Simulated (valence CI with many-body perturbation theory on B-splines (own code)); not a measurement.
# E1 line list for Sb⁴³⁺

Method: configuration interaction combined with many-body perturbation theory (CI+MBPT): six valence electrons over a frozen Dirac-Fock core [He], a basis of 9 s, 9 p, 8 d, 6 f, 3 g, 1 h functions for each j, with the one-electron correlation potential Σ1 (screened to all orders), the two-electron term Σ2, the three-electron term Σ3, Breit, model QED; selected single and double excitations, second order for the rest, scaled by the run's own slope (own B-spline code, finite nucleus).

The last digits are not significant, and no measured levels were compared; by estimate large intervals hold to a few tenths of a per cent, small ones and those within an open d or f shell to about a per cent. Among the levels kept, up to 2500 cm⁻¹ of a level comes from second order outside the variational space, and about a tenth of that is noise between levels of different J, which matters for small intervals.

Lines 151 to 200 of 244 in falling wavelength, among levels below 4464.4 eV, chosen from the strongest by gf and those to the six lowest levels. Wavelengths and rates use the calculated energies. Electric multipoles are in the length gauge with retardation, E1 and E2 with the static RPA response of the core. Weak lines are less certain than strong ones. Lines between different terms over intervals too small for the method are left out, as are lines whose strength nearly cancels. The highest levels of a list are the least certain.

Levels are named by their leading jj configuration (3d3/2^4 stands for four electrons in 3d with j = 3/2), which in mixed levels can hold well under half, so a name can repeat and another be missing. Letters in brackets count levels of one name in rising energy.

| λ vac (nm) | Upper | Lower | A (s⁻¹) | log gf | Branch % |
| --- | --- | --- | --- | --- | --- |
| 0.3203 | (2s^2 2p1/2 2p3/2^2 3p3/2) J=2 [b] | (2s 2p1/2^2 2p3/2^3) J=2 | 1.71e+12 | -1.88 | 76.6 |
| 0.3197 | (2s^2 2p1/2 2p3/2^2 3p3/2) J=1 [c] | (2s 2p1/2^2 2p3/2^3) J=2 | 1.30e+12 | -2.22 | 90.0 |
| 0.3193 | (2s^2 2p1/2 2p3/2^2 3p3/2) J=2 [c] | (2s 2p1/2^2 2p3/2^3) J=2 | 1.56e+12 | -1.92 | 88.2 |
| 0.3193 | (2s^2 2p1/2^2 2p3/2 3d3/2) J=2 | (2s^2 2p1/2 2p3/2^3) J=2 | 5.81e+10 | -3.35 | 0.4 |
| 0.3189 | (2s^2 2p1/2^2 2p3/2 3d3/2) J=3 | (2s^2 2p1/2 2p3/2^3) J=2 | 1.27e+10 | -3.87 | 4.6 |
| 0.3189 | (2s 2p1/2^2 2p3/2^2 3s) J=3 | (2s 2p1/2^2 2p3/2^3) J=2 | 5.14e+12 | -1.26 | 96.3 |
| 0.3187 | (2s^2 2p1/2 2p3/2^2 3d5/2) J=1 [a] | (2s^2 2p3/2^4) J=0 | 1.62e+10 | -4.13 | 0.0 |
| 0.3187 | (2s^2 2p1/2^2 2p3/2 3d3/2) J=1 | (2s^2 2p1/2 2p3/2^3) J=2 | 1.25e+11 | -3.24 | 0.2 |
| 0.3180 | (2s^2 2p1/2 2p3/2^2 3d3/2) J=1 [b] | (2s^2 2p3/2^4) J=0 | 5.74e+08 | -5.58 | 0.0 |
| 0.3180 | (2s^2 2p1/2^2 2p3/2 3d3/2) J=2 | (2s^2 2p1/2 2p3/2^3) J=1 | 1.93e+11 | -2.83 | 1.4 |
| 0.3175 | (2s 2p1/2^2 2p3/2^2 3s) J=1 [a] | (2s 2p1/2^2 2p3/2^3) J=1 | 7.93e+12 | -1.44 | 42.4 |
| 0.3175 | (2s^2 2p1/2 2p3/2^2 3s) J=2 [a] | (2s^2 2p1/2 2p3/2^3) J=2 | 1.85e+12 | -1.85 | 2.8 |
| 0.3174 | (2s 2p1/2^2 2p3/2^2 3s) J=2 [a] | (2s 2p1/2^2 2p3/2^3) J=2 | 3.24e+13 | -0.61 | 88.9 |
| 0.3174 | (2s^2 2p1/2^2 2p3/2 3d3/2) J=1 | (2s^2 2p1/2 2p3/2^3) J=1 | 8.56e+08 | -5.41 | 0.0 |
| 0.3174 | (2s^2 2p1/2^2 2p3/2 3s) J=1 | (2s^2 2p1/2^2 2p3/2^2) J=0 | 1.35e+13 | -1.21 | 28.8 |
| 0.3173 | (2s^2 2p1/2^2 2p3/2 3d3/2) J=0 | (2s^2 2p1/2 2p3/2^3) J=1 | 1.32e+11 | -3.70 | 65.2 |
| 0.3170 | (2s 2p1/2^2 2p3/2^2 3s) J=2 [b] | (2s 2p1/2^2 2p3/2^3) J=1 | 6.23e+12 | -1.33 | 74.9 |
| 0.3170 | (2s 2p1/2^2 2p3/2^2 3s) J=1 [b] | (2s 2p1/2^2 2p3/2^3) J=1 | 2.72e+13 | -0.91 | 61.2 |
| 0.3169 | (2s^2 2p1/2 2p3/2^2 3d5/2) J=1 [b] | (2s^2 2p3/2^4) J=0 | 1.48e+11 | -3.18 | 0.0 |
| 0.3168 | (2s^2 2p1/2^2 2p3/2 3d5/2) J=2 | (2s^2 2p1/2 2p3/2^3) J=2 | 1.91e+10 | -3.84 | 0.0 |
| 0.3168 | (2s^2 2p1/2 2p3/2^2 3s) J=1 [a] | (2s^2 2p1/2 2p3/2^3) J=2 | 6.57e+12 | -1.53 | 12.3 |
| 0.3163 | (2s^2 2p1/2^2 2p3/2 3d5/2) J=3 | (2s^2 2p1/2 2p3/2^3) J=2 | 1.87e+12 | -1.71 | 0.5 |
| 0.3162 | (2s^2 2p1/2 2p3/2^2 3s) J=2 [a] | (2s^2 2p1/2 2p3/2^3) J=1 | 4.24e+12 | -1.50 | 6.4 |
| 0.3156 | (2s^2 2p1/2^2 2p3/2 3d5/2) J=2 | (2s^2 2p1/2 2p3/2^3) J=1 | 9.67e+11 | -2.14 | 0.7 |
| 0.3155 | (2s^2 2p1/2^2 2p3/2 3d5/2) J=1 | (2s^2 2p1/2 2p3/2^3) J=2 | 2.09e+11 | -3.03 | 0.1 |
| 0.3155 | (2s^2 2p1/2 2p3/2^2 3s) J=1 [a] | (2s^2 2p1/2 2p3/2^3) J=1 | 3.44e+13 | -0.81 | 64.2 |
| 0.3154 | (2s^2 2p1/2 2p3/2^2 3s) J=3 | (2s^2 2p1/2 2p3/2^3) J=2 | 4.68e+12 | -1.31 | 4.6 |
| 0.3153 | (2s^2 2p1/2 2p3/2^2 3s) J=2 [b] | (2s^2 2p1/2 2p3/2^3) J=2 | 3.71e+13 | -0.56 | 85.9 |
| 0.3150 | (2s^2 2p1/2^2 2p3/2 3s) J=2 | (2s^2 2p1/2^2 2p3/2^2) J=2 | 1.85e+13 | -0.86 | 99.9 |
| 0.3145 | (2s^2 2p1/2^2 2p3/2 3s) J=1 | (2s^2 2p1/2^2 2p3/2^2) J=2 | 3.34e+13 | -0.83 | 71.1 |
| 0.3143 | (2s^2 2p1/2^2 2p3/2 3d5/2) J=1 | (2s^2 2p1/2 2p3/2^3) J=1 | 4.91e+11 | -2.66 | 0.2 |
| 0.3140 | (2s^2 2p1/2 2p3/2^2 3s) J=2 [b] | (2s^2 2p1/2 2p3/2^3) J=1 | 5.49e+12 | -1.39 | 12.7 |
| 0.3136 | (2s 2p1/2^2 2p3/2^2 3s) J=1 [a] | (2s 2p1/2^2 2p3/2^3) J=2 | 1.01e+13 | -1.35 | 53.8 |
| 0.3132 | (2s^2 2p1/2 2p3/2^2 3s) J=1 [b] | (2s^2 2p1/2 2p3/2^3) J=2 | 1.66e+13 | -1.14 | 73.9 |
| 0.3131 | (2s 2p1/2^2 2p3/2^2 3s) J=2 [b] | (2s 2p1/2^2 2p3/2^3) J=2 | 1.15e+12 | -2.07 | 13.8 |
| 0.3131 | (2s 2p1/2^2 2p3/2^2 3s) J=1 [b] | (2s 2p1/2^2 2p3/2^3) J=2 | 1.62e+13 | -1.15 | 36.4 |
| 0.3122 | (2s^2 2p1/2 2p3/2^2 3s) J=0 | (2s^2 2p1/2 2p3/2^3) J=1 | 2.13e+13 | -1.51 | 100.0 |
| 0.3120 | (2s^2 2p1/2 2p3/2^2 3s) J=1 [b] | (2s^2 2p1/2 2p3/2^3) J=1 | 3.75e+12 | -1.78 | 16.7 |
| 0.3002 | (2s^2 2p1/2^2 2p3/2 3d3/2) J=1 | (2s^2 2p1/2^2 2p3/2^2) J=0 | 1.86e+13 | -1.12 | 25.5 |
| 0.3001 | (2s^2 2p1/2 2p3/2^2 3d3/2) J=1 [a] | (2s^2 2p1/2 2p3/2^3) J=2 | 9.98e+12 | -1.39 | 25.7 |
| 0.3000 | (2s^2 2p1/2 2p3/2^2 3d3/2) J=2 [a] | (2s^2 2p1/2 2p3/2^3) J=2 | 2.80e+12 | -1.72 | 7.0 |
| 0.2996 | (2s^2 2p1/2 2p3/2^2 3d3/2) J=3 [a] | (2s^2 2p1/2 2p3/2^3) J=2 | 9.68e+11 | -2.04 | 1.2 |
| 0.2989 | (2s^2 2p1/2 2p3/2^2 3d3/2) J=1 [a] | (2s^2 2p1/2 2p3/2^3) J=1 | 3.68e+12 | -1.83 | 9.5 |
| 0.2988 | (2s^2 2p1/2 2p3/2^2 3d3/2) J=2 [a] | (2s^2 2p1/2 2p3/2^3) J=1 | 1.12e+12 | -2.13 | 2.8 |
| 0.2988 | (2s^2 2p1/2 2p3/2^2 3d3/2) J=0 | (2s^2 2p1/2 2p3/2^3) J=1 | 4.73e+13 | -1.20 | 99.9 |
| 0.2987 | (2s^2 2p1/2 2p3/2^2 3d5/2) J=3 | (2s^2 2p1/2 2p3/2^3) J=2 | 1.14e+13 | -0.97 | 83.7 |
| 0.2985 | (2s^2 2p1/2 2p3/2^2 3s) J=1 [a] | (2s^2 2p1/2^2 2p3/2^2) J=0 | 9.77e+11 | -2.41 | 1.8 |
| 0.2982 | (2s^2 2p1/2^2 2p3/2 3d3/2) J=2 | (2s^2 2p1/2^2 2p3/2^2) J=2 | 1.37e+13 | -1.04 | 97.8 |
| 0.2981 | (2s^2 2p1/2 2p3/2^2 3d3/2) J=2 [b] | (2s^2 2p1/2 2p3/2^3) J=2 | 1.56e+09 | -4.98 | 0.0 |
| 0.2980 | (2s^2 2p1/2 2p3/2^2 3d3/2) J=3 [b] | (2s^2 2p1/2 2p3/2^3) J=2 | 6.87e+08 | -5.19 | 0.0 |
